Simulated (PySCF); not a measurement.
C4H6F2.

```xyz
12

C     -1.7361    -0.6297    -0.1886
C     -0.7191     0.3867    -0.6765
F     -0.6243     1.3942     0.2809
C      0.6397    -0.2068    -0.9299
C      1.5046    -0.5387     0.0304
F      1.2295    -0.3890     1.3286
H     -1.3828    -1.0824     0.7499
H     -2.7034    -0.1379    -0.0054
H     -1.8790    -1.4279    -0.9326
H     -1.0791     0.8636    -1.6071
H      0.9593    -0.3781    -1.9619
H      2.5040    -0.9532    -0.1406
```

The structure is a stationary point at r2SCAN-D4/def2-SVP. The structure was generated by enumeration; whether it is a known compound was not checked. One conformer was computed; it need not be the lowest.

These are KT2/pcSseg-1 in PySCF values and carry that method's errors. Non-relativistic, no solvent.

Computed absolute GIAO shielding of each atom: isotropic value and principal components (ppm):
| atom | σ(iso) | σ11 | σ22 | σ33 | span |
|---|---|---|---|---|---|
| C1 | 158.5 | 142.4 | 152.9 | 180.2 | 37.8 |
| C2 | 94.8 | 61.9 | 78.6 | 143.9 | 82.0 |
| F3 | 345.6 | 294.9 | 361.4 | 380.4 | 85.5 |
| C4 | 72.0 | -29.8 | 106.3 | 139.6 | 169.4 |
| C5 | 28.8 | -52.0 | 62.9 | 75.6 | 127.6 |
| F6 | 260.7 | 152.3 | 219.0 | 410.9 | 258.6 |
| H7 | 29.4 | 25.8 | 29.4 | 33.0 | 7.2 |
| H8 | 29.5 | 26.1 | 27.0 | 35.5 | 9.4 |
| H9 | 30.1 | 26.8 | 28.1 | 35.4 | 8.6 |
| H10 | 26.3 | 23.9 | 24.9 | 30.0 | 6.0 |
| H11 | 26.3 | 25.1 | 26.2 | 27.6 | 2.5 |
| H12 | 24.4 | 21.6 | 25.2 | 26.3 | 4.8 |
